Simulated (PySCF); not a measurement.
Compound: C2H6GeO2.
Structure used (PBE0-D3(BJ)/def2-SVP), in Å, numbered top down from 1:
```xyz
11
C2H6GeO2 angstrom
C      2.0898   -0.1318    0.4078
O      0.7056   -0.1815    0.7298
C     -0.1399   -0.1772   -0.3081
O      0.2142   -0.1332   -1.4547
Ge    -2.0357   -0.3029    0.2881
H      2.3289    0.7904   -0.1420
H      2.3769   -0.9911   -0.2158
H      2.6282   -0.1559    1.3620
H     -2.8976    0.4134   -0.7591
H     -2.4019   -1.7949    0.3380
H     -2.2153    0.3269    1.6769
```

Level: CAM-B3LYP/def2-SVPD in PySCF, non-relativistic, on one gas-phase PBE0-D3(BJ)/def2-SVP geometry that isn't relaxed in the solvent. The solvent is an IEF-PCM continuum (cavity from Bondi-type radii × 1.2). Only the electrostatic response of the medium enters. Spin–orbit coupling is left out although an atom past zinc is present.

Gas phase at CAM-B3LYP/def2-SVPD: HOMO -9.23 eV, LUMO 0.62 eV, dipole 1.83 D.

Question: What does the continuum do to the energy, the frontier levels and the dipole at CAM-B3LYP/def2-SVPD in chloroform and dimethylsulfoxide?

Answer: 
| solvent | ε | E(solvent) − E(gas) (kcal/mol) | polarisation term (kcal/mol) | distortion of the solute (kcal/mol) | HOMO (eV) | LUMO (eV) | dipole (D) |
| --- | --- | --- | --- | --- | --- | --- | --- |
| chloroform | 4.711 | -3.10 | -3.44 | 0.34 | -9.31 | 0.62 | 2.22 |
| dimethylsulfoxide | 46.83 | -4.28 | -4.94 | 0.66 | -9.36 | 0.61 | 2.39 |

The polarisation term is half the interaction of the solute with the surface charges that it induces; the rest is the cost of distorting the solute's density. The sum is the electrostatic part of solvation alone. From chloroform to dimethylsulfoxide the lowering changes by a factor 1.38, Onsager's factor (ε − 1)/(2ε + 1) by 1.36 and ε itself by 9.9.

Question: Which radius a makes the point-dipole formula ΔE = −[(ε − 1)/(2ε + 1)]·μ²/a³ give the value in dimethylsulfoxide, with the gas-phase dipole?

Answer: μ = 0.719 au and |ΔE| = 0.00682 Eh give a = 1.76 Å; the farthest nucleus lies 3.16 Å from the centroid of the nuclei, so such a sphere wouldn't even hold the nuclei. The formula assumes a rigid point dipole at the centre of a sphere.

Question: Give the dipole vector in the frame of the coordinates (D, pointing from negative to positive charge), gas and dimethylsulfoxide.

Answer: Gas (0.49, -0.03, 1.76), solvent (0.51, -0.05, 2.33). Its length changes by +31 % and its direction by 3°.

Question: How does the static polarisability (CAM-B3LYP/def2-SVPD, frozen core, with the continuum's full static response) change?

Answer: 
| medium | isotropic (au) | principal values (au) | ⟨r²⟩ of the electrons (bohr²) |
| --- | --- | --- | --- |
| gas | 64.6 | 53.1, 62.6, 78.0 | 820.2 |
| chloroform | 78.1 | 65.2, 78.3, 90.7 | 819.6 |
| dimethylsulfoxide | 84.6 | 71.9, 86.3, 95.5 | 819.4 |

The isotropic value in dimethylsulfoxide is 1.31 times the gas-phase one; no cavity-field correction is applied. ⟨r²⟩ is taken about the centre of nuclear charge.

Time: 22 s; peak memory 0.85 GiB. Hardware: one thread of an Arm Neoverse V1, shared host with 32 logical CPUs at a one-minute load of 14. This is the whole response run at CAM-B3LYP/def2-SVPD in dimethylsulfoxide, SCF included.
